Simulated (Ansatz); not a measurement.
Basis-set extrapolation for `FB1C=C1` (PBE0-D4/def2-TZVP geometry, frozen core, the Gaussian-basis code of Ansatz). Multiplicity 1, RHF reference.

|  | def2-TZVPP | def2-QZVPP |
| --- | --- | --- |
| HF | -201.103358 | -201.112130 |
| MP2 correlation | -0.638968 | -0.689058 |
| CCSD(T) correlation | -0.682527 | not run |

Energies in hartree. Use E(X) = E(∞) + A·exp(−7.88·√X) for Hartree–Fock and E(X) = E(∞) + B·X^(−2.97) for correlation, with X = 3 and 4, and add CCSD(T) minus MP2 of the smaller set to the MP2 limit.

What is the CCSD(T) energy at the basis-set limit?

HF limit: -201.112130 + (-0.008772) × 0.13774 = -201.11334. MP2 limit: -0.689058 + (-0.050090) × 0.74074 = -0.72616. Higher-order term: -0.682527 − (-0.638968) = -0.04356. Total: -201.88306 hartree, 2.64 eV below CCSD(T)/def2-TZVPP.
